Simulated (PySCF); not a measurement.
Species: `CCC(C)(C)N([SiH3])C(C)C`. The columns A, B, C and D hold Mulliken, IAO, Hirshfeld and ESP-fitted charges (e) of one PBE0/pcSseg-1 density (PySCF), in a shuffled order. Coordinates in Å (PBE0-D3(BJ)/def2-SVP); the density's dipole moment is (-0.45, -1.25, -0.36) D.

```
atom       x       y       z       A       B       C       D
  C1  -2.389   1.492  -1.092  -0.361  -0.409  -0.117  -0.249
  C2  -2.132   0.641   0.142  +0.101  -0.244  -0.065  -0.241
  C3  -1.019  -0.416   0.012  +0.591  +0.149  +0.070  -0.305
  C4  -1.306  -1.263  -1.236  -0.616  -0.411  -0.119  -0.176
  C5  -1.066  -1.320   1.251  -0.617  -0.415  -0.123  -0.134
  N6   0.289   0.265  -0.087  -0.528  -0.523  -0.165  -0.736
 Si7   0.581   1.777   0.745  +0.343  +0.676  +0.322  +0.553
  C8   1.446  -0.556  -0.470  +0.636  +0.011  +0.025  -0.156
  C9   2.151   0.013  -1.698  -0.603  -0.409  -0.123  -0.196
 C10   2.430  -0.822   0.671  -0.632  -0.418  -0.122  -0.220
 H11  -2.865   0.909  -1.894  +0.086  +0.133  +0.037  +0.116
 H12  -1.453   1.908  -1.494  +0.080  +0.140  +0.033  +0.128
 H13  -3.057   2.333  -0.855  +0.097  +0.140  +0.041  +0.120
 H14  -3.058   0.115   0.426  +0.002  +0.132  +0.040  +0.121
 H15  -1.905   1.288   1.010  -0.003  +0.123  +0.032  +0.135
 H16  -1.111  -0.694  -2.156  +0.143  +0.140  +0.039  +0.132
 H17  -2.362  -1.575  -1.239  +0.149  +0.135  +0.041  +0.117
 H18  -0.704  -2.182  -1.269  +0.150  +0.130  +0.037  +0.116
 H19  -0.275  -2.084   1.211  +0.153  +0.129  +0.036  +0.117
 H20  -2.032  -1.844   1.327  +0.136  +0.130  +0.037  +0.104
 H21  -0.923  -0.730   2.170  +0.132  +0.135  +0.036  +0.115
 H22  -0.253   2.905   0.233  -0.086  -0.134  -0.080  -0.088
 H23   0.361   1.717   2.231  -0.106  -0.151  -0.091  -0.087
 H24   2.008   2.146   0.517  -0.094  -0.122  -0.076  -0.096
 H25   1.047  -1.538  -0.763  -0.025  +0.127  +0.035  +0.124
 H26   2.585   1.002  -1.482  +0.158  +0.133  +0.034  +0.114
 H27   2.971  -0.646  -2.027  +0.135  +0.131  +0.038  +0.105
 H28   1.442   0.131  -2.529  +0.129  +0.138  +0.036  +0.115
 H29   1.916  -1.238   1.549  +0.142  +0.136  +0.037  +0.119
 H30   3.204  -1.540   0.356  +0.141  +0.135  +0.040  +0.112
 H31   2.946   0.099   0.984  +0.168  +0.133  +0.035  +0.121
```

Task: Which column most likely holds the ESP-fitted charges?

Result: A. Σ q r misses the density's dipole by 0.01 D (A), 0.50 D (D), 0.70 D (C), 0.94 D (B). Charges fitted to the outside potential are the only set here that is tied to the molecule's multipoles.

Task: And the Hirshfeld charges?

Result: C. The mean sizes are 0.070 e (C), 0.173 e (D), 0.209 e (B), 0.237 e (A), and Hirshfeld charges are commonly the smallest of these schemes.

As computed, A = ESP-fitted, B = IAO, C = Hirshfeld, D = Mulliken. Hydrogens on carbon: ESP-fitted -0.03 to +0.17, IAO +0.12 to +0.14, Hirshfeld +0.03 to +0.04, Mulliken +0.10 to +0.13 e.

The ESP scheme is a least-squares fit of atom-centred charges to the potential on four shells outside the van der Waals surface, with the total charge fixed. The Mulliken scheme gives each basis function's population to the atom it is centred on and halves the overlap population of two atoms between them.

One conformer (not necessarily the lowest) at the PBE0-D3(BJ)/def2-SVP geometry, without solvent, vibrations or thermal averaging.

Conformer computed: `[CH3:1][CH2:2][C:3]([CH3:4])([CH3:5])[N:6]([SiH3:7])[CH:8]([CH3:9])[CH3:10]`: C1–C2–C3–C4 -53°, C2–C3–N6–Si7 33°, C3–N6–C8–C9 124°.
